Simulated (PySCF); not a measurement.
**Energy of Co⁺ (cobalt, charge +1) between two integer charges**

The 3d beta orbital of [Ar] 3d8 is emptied in steps (occupation f), with all orbitals relaxed, ending at [Ar] 3d7. Calculation: PySCF 2.14, in jorge-DZP-DKH (8s6p2d1f, 43 functions); the spin-free X2C one-electron Hamiltonian (Gaussian nucleus). The exact energy is a straight line in f; departures are measured from the line between the end points of the same method.

```csv
f,BLYP (eV)
1,0.000
0.9,-0.687
0.7,-1.608
0.5,-1.921
0.3,-1.620
0.1,-0.697
0,0.000
```

```
method  E(f=0) − E(f=1) (eV)  −ε at f=1 (eV)  −ε at f=0.5 (eV)
  BLYP                17.561           9.946            17.526
```

Orbital energy along the path (eV):

```csv
f,BLYP
1,-9.946
0.9,-11.445
0.7,-14.469
0.5,-17.526
0.3,-20.617
0.1,-23.742
0,-25.315
```

Reference removal energy between the ground levels: 17.084 eV (measured; NIST Atomic Spectra Database, ionization energies). The calculation has no spin-orbit coupling. The determinant left behind need not be the lowest term of the ion.
